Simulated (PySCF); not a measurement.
Molecular orbitals of SrS⁺

B3LYP at R = 2.647 Å; PySCF, scalar-relativistic core potentials, basis sets Sr def2-SVPD with ECP28, S def2-SVPD. State: ²Π (doublet), unpaired electrons π ↑. Only the outer orbitals are listed, counted within each symmetry, core potentials removing the inner ones.

| spin | orbital | occ. | ε (eV) | on Sr (%) | main shells (%) |
| --- | --- | --- | --- | --- | --- |
| α | 4σ | 1 | -49.91 | 100 | 100 Sr s |
| α | 2π | 1 | -30.65 | 100 | 100 Sr p |
| α | 2π | 1 | -30.57 | 100 | 100 Sr p |
| α | 5σ | 1 | -30.44 | 97 | 97 Sr p |
| α | 6σ | 1 | -21.88 | 6 | 94 S s |
| α | 3π | 1 | -11.93 | 4 | 95 S p |
| α | 7σ | 1 | -11.40 | 21 | 77 S p, 11 Sr s, 8 Sr d |
| α | 3π | 1 | -10.80 | 7 | 92 S p |
| α | 8σ | 0 | -7.28 | 98 | 82 Sr s, 8 Sr d |
| α | 1δ | 0 | -5.79 | 99 | 98 Sr d |
| α | 1δ | 0 | -5.79 | 100 | 100 Sr d |
| β | 4σ | 1 | -49.90 | 100 | 100 Sr s |
| β | 2π | 1 | -30.63 | 100 | 100 Sr p |
| β | 2π | 1 | -30.58 | 100 | 100 Sr p |
| β | 5σ | 1 | -30.42 | 98 | 98 Sr p |
| β | 6σ | 1 | -20.69 | 6 | 94 S s |
| β | 7σ | 1 | -11.04 | 24 | 74 S p, 14 Sr s, 9 Sr d |
| β | 3π | 1 | -10.44 | 9 | 90 S p, 8 Sr d |
| β | 3π | 0 | -8.46 | 15 | 84 S p, 14 Sr d |
| β | 8σ | 0 | -7.27 | 97 | 80 Sr s, 9 Sr d |
| β | 1δ | 0 | -5.78 | 100 | 99 Sr d |

Q: Which are the highest filled and the lowest empty level, where do they sit, and how wide is the gap?

A: Highest filled β 3π at -10.44 eV (in %: 90 S p, 8 Sr d); lowest empty β 3π at -8.46 eV (in %: 84 S p, 14 Sr d); the gap at B3LYP is 1.98 eV. Both belong to one degenerate shell, split only by its one-sided filling, so this is no excitation gap.

```json
{
  "bond order (Mayer)": "1.15",
  "⟨S²⟩": "0.754",
  "charge on Sr (Mulliken, basis-dependent)": "1.30",
  "charge on Sr (Löwdin, basis-dependent)": "1.25",
  "dipole moment (positive dipole points towards S; it is taken about the centre of mass and depends on that origin)": "-8.60 D",
  "polarisability along the bond": "78.3 bohr³",
  "polarisability across the bond": "33.5 bohr³"
}
```

Spin–orbit coupling is left out. The state was picked by a PBE0 search and need not be the measured ground state.
